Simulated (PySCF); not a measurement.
## Polarisability and C₆ of Sn⁺ (tin, charge +1)

[Kr] 4d10 5s2 5p1, 2P determinant. Calculation: PySCF 2.14, in aug-cc-pwCVTZ-DK3; the spin-free X2C one-electron Hamiltonian (Gaussian nucleus). Coupled (time-dependent) response in atomic units; α is the mean over directions.

```csv
method,mean α (bohr³),"α xx, yy, zz",C₆ (like pair),S(−4)
BHandHLYP,27.16,"25.50, 30.47, 25.50",211.2,248.0
BP86,27.01,"24.88, 31.27, 24.88",208.9,254.9
```

S(−4) is the Cauchy moment in α(ω) = α(0) + S(−4) ω² + …

Spin-orbit coupling is absent.

α(iu) at BHandHLYP:

| u (hartree) | α(iu) (bohr³) |
| --- | --- |
| 0 | 27.16 |
| 0.0500 | 26.55 |
| 0.100 | 24.92 |
| 0.200 | 20.22 |
| 0.300 | 15.72 |
| 0.500 | 9.815 |
| 0.750 | 6.261 |
| 1.00 | 4.500 |
| 1.50 | 2.820 |
| 2.00 | 2.005 |
| 3.00 | 1.196 |
| 5.00 | 0.5680 |

A single London oscillator, α(iu) = α/(1 + u²/ω²), gives C₆ = (3/4) ω α². Matching the computed C₆ needs ω = 4 × 211.2 / (3 × 27.16²) = 0.382 hartree.

For an ion, C₆ is the dispersion term alone; charge-induced terms of lower order in 1/R come first.

The components differ because the open shell of this determinant is not spherical; for a pure term their mean is the scalar polarisability.
